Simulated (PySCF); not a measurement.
A side-by-side comparison of computed properties.

First species: ortho-tolunitrile, C8H7N.
Cartesian coordinates in Å at the GFN2-xTB level; atoms count from 1:
```
atom  x, y, z in Å
C1     1.9766    0.8190    0.1355
C2     0.5392    0.4155    0.0389
C3    -0.4808    1.3531   -0.0161
C4    -1.8075    0.9643   -0.1055
C5    -2.1425   -0.3798   -0.1424
C6    -1.1466   -1.3354   -0.0893
C7     0.1882   -0.9418   -0.0003
C8     1.1950   -1.9326    0.0531
N9     2.0079   -2.7405    0.0958
H10    2.0754    1.9015    0.1563
H11    2.4276    0.4073    1.0382
H12    2.5395    0.4301   -0.7131
H13   -0.2321    2.4041    0.0127
H14   -2.5836    1.7142   -0.1468
H15   -3.1764   -0.6821   -0.2116
H16   -1.3875   -2.3880   -0.1168
```

Second species: C5H9N.
Geometry (GFN2-xTB, Å), atoms numbered from 1 in this order:
```xyz
15
C5H9N angstrom
C      1.504   -0.820   -0.092
C      0.704    0.460   -0.262
C      0.283    1.159    1.006
C     -1.020    1.016    0.791
C     -0.831    0.313   -0.542
N     -1.327   -1.028   -0.736
H      2.539   -0.579    0.145
H      1.477   -1.401   -1.010
H      1.103   -1.425    0.718
H      1.203    1.110   -0.985
H      0.869    1.612    1.786
H     -1.906    1.298    1.333
H     -1.161    0.913   -1.396
H     -1.106   -1.607    0.068
H     -2.336   -1.016   -0.843
```

Levels: B3LYP/def2-SVPD for dipole moment, HOMO energy, LUMO energy, HOMO–LUMO gap, static isotropic polarisability and electronic spatial extent ⟨r²⟩ about the centre of nuclear charge; TDDFT B3LYP/def2-SVPD for lowest singlet excitation; TDA B3LYP/def2-SVPD for lowest triplet excitation (Tamm–Dancoff); GFN2-xTB for rotational constant A and rotational constant C. Geometries: GFN2-xTB. Each species is one conformer at its optimised geometry, gas phase, non-relativistic unless stated; the electronic structure was computed with PySCF and density fitting.

Dipoles, sizes and rotational constants follow the conformer. The torsions of the flexible species, by atom-mapped SMILES:
- `[CH3:1][C@@H:2]1[CH:3]=[CH:4][C@@H:5]1[NH2:6]`: H–N6–C5–C4 -44°, H–N6–C5–C4 75°

| property | column X | column Y |
| --- | --- | --- |
| dipole moment | 4.36 D | 1.00 D |
| HOMO energy | -7.41 eV | -6.46 eV |
| LUMO energy | -1.73 eV | -0.01 eV |
| HOMO–LUMO gap | 5.68 eV | 6.45 eV |
| lowest singlet excitation | 4.99 eV | 5.45 eV |
| lowest triplet excitation (Tamm–Dancoff) | 3.76 eV | 4.35 eV |
| static isotropic polarisability | 96.2 au | 66.6 au |
| electronic spatial extent ⟨r²⟩ about the centre of nuclear charge | 1125 bohr² | 550 bohr² |
| rotational constant A | 2.927 GHz | 4.661 GHz |
| rotational constant C | 1.010 GHz | 2.580 GHz |

Q: Which column belongs to which species?

A: Column X is the first species and column Y the second. The first has 16 atoms and 62 electrons, the second 15 and 46.

Q: How does each property change from the first species to the second?

A: dipole moment -3.36 D; HOMO energy +0.95 eV; LUMO energy +1.72 eV; HOMO–LUMO gap +0.77 eV; lowest singlet excitation +0.46 eV; lowest triplet excitation (Tamm–Dancoff) +0.59 eV; static isotropic polarisability -29.6 au; electronic spatial extent ⟨r²⟩ about the centre of nuclear charge -575 bohr²; rotational constant A +1.734 GHz; rotational constant C +1.570 GHz.

On the first: No computed singlet falls in the visible range (750 to 380 nm, 1.65 to 3.26 eV); S1 lies 1.73 eV above its blue end. The dipole equals about 14.5 × 10⁻³⁰ C·m (1 D = 3.33564 × 10⁻³⁰ C·m).

On the second: The dipole matches unit charges of opposite sign 0.21 Å apart (1 e·Å = 4.8032 D).
